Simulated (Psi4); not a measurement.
A dimer, H2 ··· H2Se (SMILES [H][H] and [SeH2]); the first 2 atoms form monomer A.

```
5

H      0.3719     0.0000     0.0000
H     -0.3719     0.0000     0.0000
Se     0.7190     0.4259    -3.2375
H      1.3614    -0.3006    -2.1321
H      0.0106    -0.7886    -3.6679
```

Q: What interaction energy does SAPT0/jun-cc-pVDZ, frozen core run with Psi4 give, and which attractive term is the largest?

A: Total 1.37 kcal/mol: electrostatics -0.51, exchange 2.68, induction -0.25, dispersion -0.55. The most attractive term is dispersion.
